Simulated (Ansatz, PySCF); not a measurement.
This Ansatz (a first-principles code) input computes a PBE/def2-TZVPD energy:

Ansatz 0.2 input:
```yaml
crystal:
  periodic: [false, false, false]
  atoms:
    - {symbol: Li, position_ang: [-0.00000000, -0.00000000, -1.25868851]}
    - {symbol: O, position_ang: [0.00000000, 0.00000000, 0.31385345]}
    - {symbol: H, position_ang: [0.00000000, 0.00000000, 1.26523792]}
basis:
  gaussian:
    orbitals: def2-TZVPD
hamiltonian:
  xc: {name: PBE}
output: {forces: true}
```

**Question.** Write an input for the same energy in PySCF and say what it gives.

**Answer.** 
```python
from pyscf import gto, scf, dft

mol = gto.M(
    atom='''
    Li   -0.00000000   -0.00000000   -1.25868851
    O     0.00000000    0.00000000    0.31385345
    H     0.00000000    0.00000000    1.26523792
    ''',
    basis='def2-tzvpd',
    charge=0,
    spin=0,
    verbose=4,
)

mf = dft.RKS(mol, xc='pbe').density_fit(auxbasis='def2-universal-jkfit')
mf.grids.level = 3
mf.conv_tol = 1e-9
mf.max_cycle = 100
mf.max_memory = 1500
mf.kernel()
if not mf.converged:
    mf = mf.newton()
    mf.kernel(mf.make_rdm1())
mf.analyze()
```
It gives -83.30995 Eh, and Ansatz -83.30991 Eh, a difference of 0.04 mEh, from the treatment of integrals and grids.
